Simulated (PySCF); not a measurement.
Static response to an electric field

C₂H₅NO₄Si.
SMILES with atom numbers: `[CH2:1]=[N:2][Si:3]([OH:4])([OH:5])[O:6][CH:7]=[O:8]` (hydrogens: H9, H10 on C1; H11 on O4; H12 on O5; H13 on C7)

Structure used (GFN2-xTB), in Å, numbered top down from 1:
```
atom  x, y, z in Å
C1     2.4630   -0.6863   -0.0445
N2     1.3240   -0.3941    0.3747
Si3   -0.0012    0.4766   -0.2931
O4    -0.4185    1.7206    0.6488
O5     0.2258    0.9778   -1.8104
O6    -1.2457   -0.6650   -0.3420
C7    -2.0964   -0.8762    0.6234
O8    -2.1709   -0.2715    1.6548
H9     3.1265   -1.2542    0.6026
H10    2.8508   -0.4111   -1.0271
H11   -0.8932    1.5080    1.4564
H12   -0.3873    1.5803   -2.2274
H13   -2.7814   -1.7044    0.3661
```

Level: PBE0/def2-SVPD (PySCF), static field, nuclei fixed, core orbitals frozen in the response. The polarisability tensor in these axes (au):

```
x   78.31 -3.23 -6.72
y   -3.23 58.80 -0.89
z   -6.72 -0.89 63.66
```

Give the principal values, the mean and the anisotropy Δα = √{½[(α1 − α2)² + (α2 − α3)² + (α1 − α3)²]}.

Principal values 57.39, 62.13 and 81.25 au; mean 66.92 au = 9.92 Å³ = 11.03 × 10⁻⁴⁰ C²·m²/J; Δα = 21.88 au (33 % of the mean).

What is the dipole moment, and where does it point?

(0.75, -0.62, -2.10) D, 2.32 D in size, pointing from the negative to the positive side. Measured along this direction, the outermost atoms are O8 and H11 at the negative end and H10 at the positive end.

In TDDFT the mean static polarisability is Σ f/ω² over all singlet excitations (ω in hartree). How much of it do the 8 lowest give? Their energies (eV) and oscillator strengths: 4.09, 0.0002; 5.82, 0.0007; 6.26, 0.0004; 6.55, 0.0205; 6.57, 0.0014; 7.28, 0.0342; 7.41, 0.0950; 7.44, 0.0278.

They add up to 2.54 au, 3.8 % of the 66.92 au; the largest single term is 1.28 au, from the state at 7.41 eV. Terms in order: 0.01, 0.02, 0.01, 0.35, 0.02, 0.48, 1.28, 0.37 au. Higher excitations give the rest. The strengths listed sum to 0.180.

Give the eigenvalues of the traceless quadrupole moment Θ = ½Σq(3rr − r²1), origin at the centre of nuclear charge.

-8.39, -1.39, 9.79 D·Å. The values depend on the origin, since the dipole doesn't vanish. The electronic extent ⟨r²⟩ about the same centre is 1081 bohr², a root-mean-square distance of 2.08 Å for the 70 electrons.

What molar refraction does this α imply?

Lorentz–Lorenz: R = (4π/3)N_A α = 2.5225 cm³/(mol·Å³) × 9.92 Å³ = 25.0 cm³/mol, in the limit of long wavelengths.

Refractivity n − 1 of an ideal gas of it at 350 K and 1 atm, from the electronic α?

N = p/kT = 2.0968 × 10¹⁹ cm⁻³, so n − 1 = 2π × N × 9.92 × 10⁻²⁴ cm³ = 1307 × 10⁻⁶ at long wavelengths, for an ideal gas.

Find the Langevin capture rate constant for O2+ (31.990 u) meeting this molecule (134.999 u), k = 2.342 × 10⁻⁹ cm³/s × √(α in Å³ / reduced mass in u).

The reduced mass is 25.86 u, so k = 1.45 × 10⁻⁹ cm³/s. The formula leaves out the permanent dipole, which adds to the capture rate.

One conformer (not necessarily the lowest) at the GFN2-xTB geometry, without solvent, vibrations or thermal averaging.

These values come from a run that also computed excited states. On an Arm Neoverse N1 with one thread, shared host, this took 75 s (with the writing of density and orbital grids) and 0.85 GiB of memory at its peak.
